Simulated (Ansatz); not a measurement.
System: sum formula MnOClH, net charge 0, sextet state. The spin state was set by rule; other spins were not relaxed. 
Structure (B3LYP-D3(BJ)/def2-TZVP (Ansatz, a quantum-chemistry and plane-wave program) minimum search):
```
Mn
O 1 1.8159
H 2 0.9573 1 134.72
Cl 1 2.2013 3 168.13 2 180.00
```
Charge 0, spin multiplicity 6.

Basis-set convergence of Hartree-Fock and MP2 correlation energies (hartree) with Ansatz. Correlated levels leave the core frozen unless marked. Open shells are spin-unrestricted. No spin-orbit coupling. The frozen core is the preceding noble-gas configuration, with the filled d and f shells of earlier blocks. Non-relativistic.

```tsv
basis	functions	E(HF)	E(corr, MP2)
def2-SVP	68	-1684.53796	-0.40513
def2-TZVPP	151	[?]	[?]
```

**Question.** Fill in the missing entries.

**Answer.** 
- def2-TZVPP, E(HF): -1684.95284
- def2-TZVPP, E(corr, MP2): -0.57161
